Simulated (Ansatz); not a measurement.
`COC1(O)BC1` from Hartree–Fock to CCSD(T)

```xyz
13

C     1.4777   -0.1234    1.2310
O     0.3408    0.5863    0.7774
C    -0.1593    0.1112   -0.4311
O     0.6854    0.2506   -1.5171
B    -1.1898   -1.0273   -0.3073
C    -1.6374    0.4114   -0.6021
H     1.2490   -1.1863    1.3666
H     1.7609    0.3133    2.1882
H     2.3088   -0.0303    0.5267
H     0.7363    1.1901   -1.7328
H    -1.4859   -2.1337   -0.0071
H    -1.9228    0.6283   -1.6300
H    -2.1636    1.0098    0.1377
```

Charge 0, multiplicity 1. Geometry: relaxed with PBE0-D4/def2-TZVP. It is one conformer, not always the lowest. Frozen core, restricted reference, Ansatz. CBS rows extrapolate triple and quadruple zeta; past MP2 they add the triple-zeta difference.

| basis | HF (Eh) | MP2 corr. |
| --- | --- | --- |
| def2-TZVPP | -292.11571 | -1.07121 |
| def2-QZVPP | -292.12911 | -1.14825 |

**Question.** Estimate the CCSD correlation energy and the (T) correction in each basis where they were run (hartree).

**Answer.** 
```csv
basis,CCSD corr.,(T)
def2-TZVPP,-1.10966,-0.04482
CBS(def2),-1.24377,as TZ
```
